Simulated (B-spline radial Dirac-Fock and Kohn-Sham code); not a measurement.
**Kohn-Sham estimates against Dirac-Fock for the levels of Ce**

System: atomic cerium, configuration [Xe] 4f2 5d1 6s1 (not the ground configuration).

The density-functional columns are spherical, spin-unpolarised Dirac-Kohn-Sham results without Breit or QED terms: −ε is minus the orbital energy of the initial state and ΔSCF the difference of two total energies. The reference in the last column comes from relaxed Dirac-Fock hole states (ΔSCF) with Breit and QED corrections and a finite nucleus. All numbers are from a B-spline atomic structure program, in eV; a selection of levels is shown. The Kohn-Sham columns are given as differences from the reference. For the 1s level of heavy atoms much of the gap between ΔSCF and the reference is the Breit and QED part, -156.0 eV here; for other levels the error of the functional can be larger.

| level | LDA −ε − DF | LDA ΔSCF − DF | Dirac-Fock |
| --- | --- | --- | --- |
| K | -257.8 | +143.9 | 40441.2 |
| L1 | -127.9 | -57.3 | 6554.3 |
| L2 | -94.2 | -4.8 | 6164.5 |
| L3 | -99.1 | -17.2 | 5723.4 |
| M1 | -62.1 | -41.0 | 1439.0 |
| M2 | -48.6 | -26.4 | 1274.3 |
| M3 | -47.8 | -26.9 | 1185.8 |
| M4 | -28.6 | -4.3 | 901.1 |
| M5 | -29.1 | -5.2 | 882.7 |
| N1 | -26.7 | -18.6 | 299.0 |
| N2 | -19.9 | -12.0 | 236.2 |
| N3 | -20.0 | -12.4 | 217.4 |
| N4 | -7.5 | -0.3 | 112.7 |
| N5 | -7.6 | -0.5 | 109.5 |
| N6,7 | -1.6 | +3.5 | 1.64 |
| O2 | -2.8 | +1.2 | 24.60 |
| O3 | -2.9 | +1.0 | 22.07 |
| O4,5 | -1.5 | +1.2 | 3.22 |
| P1 | -0.9 | +1.0 | 4.17 |

Values without a named source are computed, but for edge energies of neutral atoms, which are taken from tables.
